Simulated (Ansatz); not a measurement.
One change: `[CH3][In]([SH])[Cl]` becomes `C[NH][In]([CH3])[Cl]`.

Ansatz, PBE0-D4/def2-TZVP geometries, multiplicity 1. Each molecule was computed in one conformer, which needn't be the lowest.

Elements past krypton have def2 core potentials.

```
                                          property  `[CH3][In]([SH])[Cl]`
                LUMO energy (PBE0/def2-TZVPP) / eV                  -1.25
                 LUMO energy (PBE/def2-TZVPP) / eV                  -2.12
size of the dipole moment (ωB97M-V/def2-TZVPP) / D                   2.63
                HOMO energy (PBE0/def2-TZVPP) / eV                  -7.66
               LUMO energy (B3LYP/def2-TZVPP) / eV                  -1.56
             HOMO–LUMO gap (B3LYP/def2-TZVPP) / eV                   5.84
```

Q: What does the change do to each property? (An estimate is asked.)

A: Computed: 
| property | `C[NH][In]([CH3])[Cl]` | shift |
| --- | --- | --- |
| LUMO energy (PBE0/def2-TZVPP) / eV | -0.75 | 0.50 |
| LUMO energy (PBE/def2-TZVPP) / eV | -1.63 | 0.49 |
| size of the dipole moment (ωB97M-V/def2-TZVPP) / D | 3.36 | 0.73 |
| HOMO energy (PBE0/def2-TZVPP) / eV | -6.56 | 1.10 |
| LUMO energy (B3LYP/def2-TZVPP) / eV | -1.07 | 0.49 |
| HOMO–LUMO gap (B3LYP/def2-TZVPP) / eV | 5.29 | -0.55 |

With PBE0 the HOMO rises by 1.10 eV and the LUMO rises by 0.50 eV, so the gap narrows by about 0.60 eV. PBE moves the HOMO by 1.16 eV and ωB97M-V by 0.96 eV. Dipoles are sizes alone; their direction can turn.

B3LYP here is the variant with VWN-RPA as its local correlation; programs differ in this.
